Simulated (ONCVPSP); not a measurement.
## Configuration tests for W (ONCV)

- Element: tungsten
- Generator: ONCVPSP 4.0.1
- Type: optimised norm-conserving Vanderbilt (ONCV)
- Functional: PBE
- Relativity: scalar-relativistic
- Frozen core: [Kr] 4d10 4f14
- Valence charge: 14
- Reference configuration: 5s2 5p6 5d4 6s1 6p1
- Partial waves: 5s+6s: rc 1.60 bohr, ncon 3, nbas 7, qcut 8.5 1/bohr, 3 projectors, debl 3.6 Ha; 5p+6p: rc 2.28 bohr, ncon 4, nbas 8, qcut 6.4 1/bohr, 2 projectors; 5d: rc 2.45 bohr, ncon 5, nbas 10, qcut 7.5 1/bohr, 1 projector
- Local potential: polynomial inside 1.25 bohr (lpopt 3, dvloc0 0 Ha)
- Core correction: none

Energies are relative to the spin-unpolarised reference configuration 5s2 5p6 5d4 6s1 6p1; without spin polarisation the order of configurations can differ from experiment.

| valence configuration | charge | ΔE all-electron (eV) | error AE − PS (meV) |
| --- | --- | --- | --- |
| 5s2 5p6 5d4 6s2 6p0 | 0 | -4.495 | +1.9 |
| 5s2 5p6 5d4 6s1 6p0 | +1 | 4.388 | -1.5 |
| 5s2 5p6 5d4 6s0 6p0 | +2 | 20.068 | -0.2 |

Question: What are ΔE and the potential's error for 5s2 5p6 5d3 6s2 6p0?

Answer: ΔE = 4.335 eV all-electron; the error (AE − PS) is +1.1 meV.
